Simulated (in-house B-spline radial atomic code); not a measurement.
Ionisation energies with and without relativity, with size and susceptibility from the Dirac run. Dirac energy differences include first-order Breit, QED and recoil terms. NIST's values go from ground level to ground level; the uncertainty of those that are theory runs from under 0.1 % in few-electron ions to several per cent in heavy many-electron ones. Computed with a B-spline radial code for spherical atoms: non-relativistic Hartree-Fock and Dirac-Hartree-Fock, averages of the configuration (point nuclei without relativity, finite nuclei with it).

| ion | configuration | configuration after | ionisation non-relativistic (eV) | ionisation Dirac Breit and QED (eV) | tabulated value (eV) | tabulated kind | radius at density 0.001 (bohr) | diamagnetic susceptibility (10⁻⁶ cm³/mol) |
| --- | --- | --- | --- | --- | --- | --- | --- | --- |
| B2+ | [He] 2s1 | 1s2 | 37.82 | 37.82 | 37.93059 | measured | 2.865 | -2.7008 |
| S2+ | [Ne] 3s2 3p2 | [Ne] 3s2 3p1 | 33.31 | 33.30 | 34.86 | semi-empirical | 3.402 | -11.981 |
| Cr2+ | [Ar] 3d4 | [Ar] 3d3 | 28.94 | 28.75 | 30.959 | measured | 3.058 | -12.988 |
| Rb2+ | [Ar] 3d10 4s2 4p5 | [Ar] 3d10 4s2 4p4 | 39.04 | 39.10 | 39.247 | semi-empirical | 3.411 | -20.752 |
| Tc2+ | [Kr] 4d5 | [Kr] 4d4 | ? | ? | ? | semi-empirical | ? | ? |
| Pd2+ | [Kr] 4d8 | [Kr] 4d7 | 33.01 | 32.50 | 32.93 | semi-empirical | 3.313 | -23.807 |
| Eu2+ | [Xe] 4f7 | [Xe] 4f6 | 23.87 | 20.05 | 24.84 | semi-empirical | 3.46 | -31.426 |
| Gd2+ | [Xe] 4f7 5d1 | [Xe] 4f7 | ? | ? | ? | semi-empirical | ? | ? |
| Ho2+ | [Xe] 4f11 | [Xe] 4f10 | ? | ? | ? | semi-empirical | ? | ? |
| Os2+ | [Xe] 4f14 5d6 | [Xe] 4f14 5d5 | 28.25 | 27.20 | 25 | tabulated theory | 3.631 | -33.394 |

(1) Fill in the row of Tc2+.

(2) Fill in the row of Gd2+.

(3) Fill in the row of Ho2+.

Answers

(1) ionisation non-relativistic (eV): 27.50; ionisation Dirac Breit and QED (eV): 27.09; tabulated value (eV): 29.55; radius at density 0.001 (bohr): 3.514; diamagnetic susceptibility (10⁻⁶ cm³/mol): -24.587.

(2) ionisation non-relativistic (eV): 19.56; ionisation Dirac Breit and QED (eV): 18.92; tabulated value (eV): 20.54; radius at density 0.001 (bohr): 3.707; diamagnetic susceptibility (10⁻⁶ cm³/mol): -33.677.

(3) ionisation non-relativistic (eV): 25.42; ionisation Dirac Breit and QED (eV): 20.89; tabulated value (eV): 22.79; radius at density 0.001 (bohr): 3.328; diamagnetic susceptibility (10⁻⁶ cm³/mol): -29.397.
